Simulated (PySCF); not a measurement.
Tautomers of CC(=O)S. All species are isolated molecules in the gas phase. One relaxed conformer stands for each flexible species; it need not be the lowest. Strings in code marks are SMILES.

All values below come from TPSSh-D3(BJ)/def2-TZVP // B3LYP-D3(BJ)/def2-TZVP run with PySCF. All candidates: neutral, multiplicity 1. Delta-SCF ions had no search for a lower state. Excitations are Tamm–Dancoff values on a coarser integration grid. The basis has no diffuse functions, so Rydberg states are missing or too high.

```
Item                                       Value
--------------------------------------  --------
HOMO                                    -6.97 eV
S1 excitation (TDA)                      4.90 eV
vertical ionisation energy (Delta-SCF)   9.85 eV
```

Say which member has these values.
A. `CC(=O)S` (O–C–S–H torsion 180°)
B. `C=C(O)S` (S–C–O–H torsion 180°, O–C–S–H torsion -180°)
C. `CC(O)=S` (S–C–O–H torsion 0°)

A, `CC(=O)S` (O–C–S–H torsion 180°). The others give `C=C(O)S` (S–C–O–H torsion 180°, O–C–S–H torsion -180°): -5.78 eV, 4.98 eV, 8.42 eV; `CC(O)=S` (S–C–O–H torsion 0°): -6.07 eV, 3.48 eV, 8.98 eV
